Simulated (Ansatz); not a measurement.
Ansatz (a program for electronic structure) input:
A basis named .json is the Basis Set Exchange file of that set.

Ansatz 0.2 input:
```yaml
crystal:
  periodic: [false, false, false]
  atoms:
    - {symbol: O, position_ang: [-1.21346238, -0.49365401, 0.06991401]}
    - {symbol: S, position_ang: [-0.11286175, 0.45810328, -0.01665189]}
    - {symbol: F, position_ang: [1.27927632, -0.37560225, -0.03254241]}
basis:
  gaussian:
    orbitals: aug-cc-pV_D+d_Z.json
magnetization: {spin_polarized: true, initial_magnetization: 1}
correlation: {method: ccsd_t, electrons: outside_noble_gas}
output: {forces: true}
```

Problem. Which total energy does the run end on?

Solution. -572.38156 Eh (CCSD(T)/aug-cc-pV(D+d)Z). The basis has 78 functions.

It need not be the lowest isomer of its formula.
